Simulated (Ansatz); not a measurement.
The cluster As3P5⁻, relaxed as a doublet with UKS PBE-D4/def2-SVP in Ansatz, starting from the GFN2-xTB geometry. Force threshold 0.03 eV/Å.

The highest occupied level of the charge -1 doublet lies above zero (up to 0.03 eV). It is a level of α spin, whose loss leaves a singlet; that state wasn't run at this geometry and level. The electron is either unbound and held by the finite basis, or the level is raised by self-interaction error. The relaxation made no stability test and no search for a lower SCF solution. The structure comes from a short search, and lower isomers may exist.

Start:

```tsv
atom	x (Å)	y (Å)	z (Å)
P1	1.699	-0.154	0.874
P2	0.229	1.411	1.146
P3	-1.368	1.028	-0.341
P4	-1.567	-1.209	-0.451
P5	-1.275	-2.113	1.431
As6	0.517	-2.019	0.036
As7	1.780	1.685	-0.555
As8	-0.015	1.370	-2.139
```

```csv
step,energy (eV),largest force component (eV/Å),SCF passes
1,-228888.1512,1.307,22
2,-228888.3827,0.322,26
3,-228888.4123,0.204,25
4,-228888.4286,0.274,30
5,-228888.4431,0.219,25
6,-228888.4535,0.123,24
7,-228888.4619,0.101,24
8,-228888.4750,0.238,29
9,-228888.4942,0.497,29
10,-228888.5017,0.862,29
11,-228888.6949,0.631,29
12,-228888.8402,0.320,29
13,-228888.8777,0.419,29
14,-228888.9696,0.303,27
15,-228889.0043,0.296,28
16,-228889.0149,0.108,24
17,-228889.0161,0.039,23
18,-228889.0166,0.010,22
```

Force components are those of the run's own axes.

End:

```xyz
8

P     1.6338    0.0348    0.8198
P    -0.3692    0.7647    1.5609
P    -1.4868    0.9063   -0.3964
P    -1.4381   -1.3420   -0.6709
P    -1.0927   -1.4617    1.5805
As    0.6915   -2.0206    0.0641
As    2.1124    1.2637   -1.0528
As   -0.0509    1.8548   -1.9052
```

Bonds lost: P2–As7 (atoms count from 1). Bonds formed: P2–P5 (atoms count from 1).

No frequencies were taken in this run, so the end may be a saddle point.

Run time 1.7 min (4 threads of Arm Neoverse V2 on a shared host).
